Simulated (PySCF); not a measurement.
Numbering as in the mapped SMILES `[F:1][CH:2]([F:3])[Si@H:4]1[CH2:5][SiH2:6][SiH2:7]1`; H(Xn) means a hydrogen on atom n. Ha(C5), Ha(Si6), Ha(Si7) are cis to C2 on the ring; Hb(C5), Hb(Si6), Hb(Si7) are trans to C2 on the ring.

- structure optimised with GFN2-xTB
- shieldings: GIAO PBE0/pcSseg-1
- program: PySCF 2.14
- a single conformation, relativity neglected, no solvent model

Chemical shifts δ = σref − σ; ¹³C (186.93 ppm) and ¹H (31.72 ppm) and ²⁹Si (349.16 ppm) vs TMS; CFCl3 for ¹⁹F (170.95 ppm), all at this level.

```csv
atoms,nucleus,count,δ (ppm)
F1,¹⁹F,1,-146.9
Si6,²⁹Si,1,-57.4
F3,¹⁹F,1,-144.2
Ha(Si6),¹H,1,4.69
C5,¹³C,1,-2.9
Ha(C5),¹H,1,?
C2,¹³C,1,130.7
Si7,²⁹Si,1,?
Hb(Si7),¹H,1,?
Ha(Si7),¹H,1,4.66
Hb(Si6),¹H,1,?
H(Si4),¹H,1,?
Hb(C5),¹H,1,0.71
H(C2),¹H,1,6.69
Si4,²⁹Si,1,-23.2
```

**Question.** Complete the table.

**Answer.** 
- H(Si4): 4.97 ppm, hydrogen on a silicon bonded to 2 C, Si, in a 4-membered ring
- Hb(Si6): 4.69 ppm, hydrogen on a silicon bonded to C, Si, in a 4-membered ring
- Hb(Si7): 4.53 ppm, hydrogen on a silicon bonded to 2 Si, in a 4-membered ring
- Ha(C5): 0.65 ppm, hydrogen on an sp3 CH2 bonded to 2 Si; an electropositive neighbour shields it, as in TMS itself
- Si7: -74.3 ppm, silicon bonded to 2 Si, 2 H, in a 4-membered ring

Shifts are as computed. Against solution values, carbons near 30 ppm lie about +3 ppm off and those near 130 ppm about +5 ppm. Of 1211 compounds with measured shifts, 218 miss one by over three times the rms of a fit or turn the order of signals round; such compounds aren't used in these exercises. Unscaled 19F shifts against computed CFCl3 carry errors that often reach 10 to 50 ppm.
